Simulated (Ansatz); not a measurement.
Computed with Ansatz on PBE0-D4/def2-TZVP structures; ΔE is electronic, products minus reactants. CBS: MP2 limit from def2 TZ/QZ plus the TZ coupled-cluster correction, frozen cores. Functionals use def2-TZVPP. B3LYP here is the variant with VWN-RPA as its local correlation; programs differ in this. One conformer a species, not always the lowest.

Reaction (ligand exchange at the Si–N bond): `C=C[SiH2]N[SiH2]O` + `O[SiH](F)F` → `O[SiH2]O[SiH](F)F` + `C=C[SiH2]N`

Question: Is it downhill or uphill in electronic energy at CCSD(T)/CBS, and by how much? (An estimate is asked.)

Answer: Ansatz gave: Downhill: ΔE = -50.7 kJ/mol.

Question: What do these levels give: ωB97X-V, r2SCAN, B3LYP, MP2/def2-TZVPP, MP2/def2-QZVPP, MP2/CBS(def2)? (Estimate.)

Answer: Ansatz gave: ωB97X-V -51.0, r2SCAN -52.2, B3LYP -59.8, MP2/def2-TZVPP -48.4, MP2/def2-QZVPP -49.3, MP2/CBS(def2) -48.8 kJ/mol.

Largest T1 diagnostic among the species: 0.012.

The D4 term adds +7.1 kJ/mol with B3LYP and +4.1 kJ/mol with PBE0; it sums over pairs of atoms, weighted by their polarisabilities, and B3LYP, whose exchange is more repulsive, gets the larger term. In def2-TZVPP, CCSD(T) changes the Hartree–Fock value by +19.8 kJ/mol (the triples alone add +3.4 kJ/mol) and MP2 by +21.6 kJ/mol.
